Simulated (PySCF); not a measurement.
**Spin-rotation constants: `InChI=1S/C6H11P/c1-5(2)7-4-6(7)3/h4-5H,1-3H3/p+1/t7-/m1/s1`, charge +1**

Geometry:
```tsv
atom	x (Å)	y (Å)	z (Å)
C1	3.114	0.343	-0.127
C2	1.842	-0.335	-0.315
C3	1.006	-0.996	-1.113
P4	0.305	-0.806	0.515
C5	-1.231	0.227	0.684
C6	-2.426	-0.704	0.506
C7	-1.177	1.349	-0.342
H8	3.748	-0.227	0.554
H9	3.623	0.442	-1.086
H10	2.972	1.330	0.312
H11	0.893	-1.371	-2.108
H12	0.280	-2.003	1.211
H13	-1.231	0.641	1.699
H14	-2.460	-1.112	-0.502
H15	-2.400	-1.529	1.218
H16	-3.345	-0.148	0.679
H17	-2.061	1.974	-0.238
H18	-1.162	0.953	-1.356
H19	-0.302	1.981	-0.200
```

Total charge +1.

Theory: PySCF, GIAO KT3/pcSseg-1 magnetisability, rotational g tensor and spin-rotation constants, non-relativistic, gas phase. Geometry: GFN2-xTB.

For an ion the centre-of-mass motion in the field is neglected.

Task: Give the nuclear spin-rotation constants along the inertial axes (H = +C I·J) beside the isotropic shieldings.

Result: Rotational constants 4.2425, 1.3019, 1.1777 GHz. A star marks the isotopologue with that one atom substituted, in its own axes.
```
atom  isotope  Caa (kHz)  Cbb (kHz)  Ccc (kHz)  mean (kHz)  σ (ppm)
  P4      31P      5.303      0.758      1.910       2.657    492.2
  H8       1H     -0.313     -0.090     -0.092      -0.165     28.7
  H9       1H     -0.246     -0.143     -0.053      -0.147     28.3
 H10       1H     -0.457     -0.042     -0.096      -0.198     28.7
 H11       1H     -0.499     -0.163      0.110      -0.184     23.8
 H12       1H     -0.472      0.006     -0.122      -0.196     26.9
 H13       1H     -0.473     -0.154      0.018      -0.203     28.3
 H14       1H     -0.479     -0.167      0.003      -0.214     30.2
 H15       1H     -0.459     -0.029     -0.123      -0.203     30.0
 H16       1H     -0.035     -0.118     -0.150      -0.101     29.5
 H17       1H     -0.104     -0.102     -0.152      -0.119     29.8
 H18       1H     -0.539     -0.161     -0.002      -0.234     31.0
 H19       1H     -0.198     -0.113     -0.137      -0.149     30.8
  C1     13C*      0.549      0.165      0.190       0.301    167.2
  C2     13C*      1.764      0.253      0.417       0.811     47.5
  C3     13C*      1.340      0.175      0.443       0.653     77.4
  C5     13C*      0.714      0.187      0.243       0.381    145.4
  C6     13C*      0.610      0.190      0.173       0.324    163.6
  C7     13C*      0.653      0.172      0.167       0.331    165.3
```
For the geometry as given, no vibrational averaging.

Task: How do the rotational constants and the g tensor change when H8, H9, H10, H11, H12, H13, H14, H15, H16, H17, H18, H19 are replaced by deuterium?

Result: Constants 3.2622, 1.0739, 0.9714 GHz; g 0.0036, 0.0132, 0.0030, against 0.0047, 0.0159, 0.0036 before.
